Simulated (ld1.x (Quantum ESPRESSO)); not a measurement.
fluorine: variants of one TM potential

Base potential:

ld1.x (Quantum ESPRESSO) 7.5 input, shortened:

```
&input
   title='F', zed=9., rel=1, dft='PZ', iswitch=3,
   config='[He] 2s1.75 2p5.25 3d-2'
 /
 &inputp
   pseudotype=2, tm=.true., lloc=2,
   nlcc=.false.
 /
3
2S  1  0   1.75   0.00  0.60  0.60  0.0
2P  2  1   5.25   0.00  1.40  1.40  0.0
3D  3  2  -2.00   0.40  1.50  1.50  0.0
 &test
   configts(1)='2s1.75 2p5.25'
 /
```

Cutoffs, loose and tight: the cutoffs (Ry, on a coarse ladder) from which the occupation-weighted sum of valence levels, in a spherical-Bessel basis at the reference potential, stays within 10 and 1 mRy of its value at 400 Ry. They do not see the model core or the augmentation charge, which bear on the density cutoff. Test errors are all-electron minus pseudo excitation energies from the reference, over the configurations 2s2 2p5; 2s2 2p4; 2s2 2p3; 2s2 2p4.5; 2s2 2p5.3; 2s1 2p6; 2s1 2p5 (two spin-polarised tests are not counted in the largest error). A dash means not determined; rows that change the core or the reference have their own tests.

A true bound ghost makes a file unfit for plane-wave use even where its test errors are small: the radial tests pick states by their node count and pass the ghost by.

Cutoffs are not given where the Bessel-basis levels miss the radial ones by over 6 mRy, ghosts where they miss by over 20 mRy; a channel whose overlap is not positive is not tested.

| change | outcome | cutoff, loose | cutoff, tight | bound ghosts | largest test error (meV) |
| --- | --- | --- | --- | --- | --- |
| base | generated | 160 Ry | 260 Ry | none | +257 |
| all radii scaled by about 0.85 (s 0.50, p 1.18, d 1.28 bohr) | generated | 300 Ry | over 300 Ry | none | +141 |
| all radii scaled by about 0.90 (s 0.54, p 1.26, d 1.34 bohr) | generated | 230 Ry | over 300 Ry | none | +170 |
| all radii scaled by about 1.07 (s 0.64, p 1.50, d 1.60 bohr) | generated | 110 Ry | 260 Ry | none | +352 |
| all radii scaled by about 1.14 (s 0.68, p 1.60, d 1.72 bohr) | generated | 110 Ry | 260 Ry | none | +480 |
| all radii scaled by about 1.24 (s 0.74, p 1.74, d 1.86 bohr) | generated | 110 Ry | 230 Ry | s | +640 |
| all radii scaled by about 1.30 (s 0.78, p 1.82, d 1.96 bohr) | generated | 100 Ry | 230 Ry | none | +803 |
| all radii scaled by about 1.36 (s 0.82, p 1.90, d 2.04 bohr) | generated | 90 Ry | 200 Ry | none | +957 |

(1) What comes out with this change to the base: all radii scaled by about 0.74 (s 0.44, p 1.04, d 1.10 bohr)?

Results:

(1) outcome: generated; bound ghosts: none; largest test error (meV): +90.

Reading the sweep of the scale of all radii (base = 1) (base included, trends over the rows without a ghost): The loose cutoff falls from 300 Ry at 0.85 to 90 Ry at 1.36. A larger radius leaves more room for a smooth pseudo-wave, so fewer plane waves are needed; a smaller one forces it to follow the all-electron wave where it bends sharply. The median size of the test errors (rows with all tests solved) rises from 9.2 meV at 0.74 to 43.0 meV at 1.36, with one reversal. More of the atom is replaced by a form fitted at one configuration, so other configurations suffer as the radius grows. Bound ghosts are found at 1.24.
